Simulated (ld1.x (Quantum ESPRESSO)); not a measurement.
What one change does to a pseudopotential (Cl (Z = 17), TM)

```
Element                 : chlorine
Generator               : ld1.x (Quantum ESPRESSO) 7.5
Type                    : norm-conserving Troullier–Martins (Kleinman–Bylander form)
Functional              : PBE
Relativity              : fully relativistic
Frozen core             : [Ne]
Valence charge          : 7
Reference configuration : 3s2 3p5
Partial waves           : 3s (bound): rc 1.25 bohr; 3p (bound): rc 1.35 bohr
Local potential         : the p channel
Core correction         : Bessel-smoothed model core, default radius (core density twice the valence density)
```

Open shells are filled in proportion to 2j + 1 (rel_dist='average').

Change: functional PBEsol.

Cutoffs: the cutoffs (Ry, on a coarse ladder) from which the occupation-weighted sum of valence levels, in a spherical-Bessel basis at the reference potential, stays within 10 and 1 mRy of its value at 400 Ry; they do not see the model core or the augmentation charge, which bear on the density cutoff. Errors are all-electron minus pseudo energies relative to the spin-unpolarised reference configuration.

Problem. How do hardness, ghosts and transferability respond?

Solution. The potential gets neither clearly harder nor softer (50 Ry and 80 Ry → 50 Ry and 80 Ry); the errors of the 7 common tests hardly move; neither file shows a bound ghost.

```csv
quantity,base,changed
"cutoff, loose",50 Ry,50 Ry
"cutoff, tight",80 Ry,80 Ry
bound ghosts,none,none
"largest miss of a reference level, eV",0.08,0.08
"error for 3s2 3p4, meV [ΔE 13.88 → 13.84 eV]",+4.1,+4.2
"error for 3s2 3p3, meV [ΔE 39.32 → 39.23 eV]",+25,+26
"error for 3s2 3p2, meV [ΔE 77.63 → 77.49 eV]",+82,+85
"error for 3s2 3p1, meV [ΔE 129.87 → 129.68 eV]",+200,+207
"error for 3s2 3p4.5, meV [ΔE 5.58 → 5.56 eV]",+0.8,+0.9
"error for 3s1 3p6, meV [ΔE 12.15 → 12.11 eV]",-0.5,-0.3
"error for 3s2 3p5.3, meV [ΔE -2.14 → -2.13 eV]",+0.1,+0.1
s: phases at 1.51 bohr within 0.05 rad from the reference energy up to (Ry; the scan ends near 5),to the end of the scan,to the end of the scan
p1/2: phases at 1.51 bohr within 0.05 rad from the reference energy up to (Ry; the scan ends near 5),to the end of the scan,to the end of the scan
p3/2: phases at 1.51 bohr within 0.05 rad from the reference energy up to (Ry; the scan ends near 5),to the end of the scan,to the end of the scan
```
